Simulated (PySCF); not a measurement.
## How the method changes the constants of GaF

State: ¹Σ⁺ (singlet), closed shell. Set-up: Ga def2-SVP, F def2-SVP; no relativity (PySCF 2.14). De refers to Ga + F in their high-spin ground configurations, without counterpoise correction. A positive dipole means Ga(−)F(+).

| Level | Re (Å) | ωe (cm⁻¹) | De (eV) | μ (D) | CPU s a point (SCF and correlation, without the integrals) |
| --- | --- | --- | --- | --- | --- |
| RHF | 1.768 | 677 | 4.17 | -2.04 | 0.032 |
| RHF-MP2 | 1.774 | 676 | 6.01 | n/a | 0.047 |
| RHF-SCS-MP2 | 1.777 | 671 | 5.84 | n/a | n/a |
| RHF-CCSD | 1.776 | 672 | 5.62 | n/a | n/a |
| RHF-CCSD(T) | 1.778 | 668 | 5.70 | n/a | 0.44 |
| PBE | 1.798 | 632 | 6.32 | -1.74 | 0.29 |
| r²SCAN | 1.777 | 660 | 6.09 | -1.74 | 0.37 |
| PBE0 | 1.779 | 658 | 5.93 | -1.88 | 0.51 |
| HSE06 | 1.779 | 658 | 5.94 | -1.90 | 0.48 |
| MN15 | 1.770 | 676 | 6.13 | -1.74 | 0.39 |
| BHandHLYP | 1.769 | 673 | 5.60 | -2.03 | 0.22 |
| B2PLYP | 1.781 | 659 | 5.97 | -2.07 | 0.24 |

The bond length runs from 1.768 Å (RHF) to 1.798 Å (PBE). De spans 4.17 eV (RHF, mean field) to 6.32 eV (PBE, GGA). Correlation at CCSD(T) changes the Hartree–Fock bond energy by +1.53 eV; the triples alone change it by +0.08 eV.

Correlated steps freeze 10 core orbitals. Correlated levels converge slowly with the basis: in double zeta they bind strong bonds too weakly, by up to about 1 eV, and carry superposition errors of some tenths. Where the molecule has an RHF reference, its open-shell atoms are computed with UHF. B2PLYP dipoles, levels and charges come from its SCF part alone.

The whole job (state search and all levels along the bond) took about 0.73 min on 1 thread of Intel Xeon 6975P-C (shared host), peak memory 0.51 GiB.
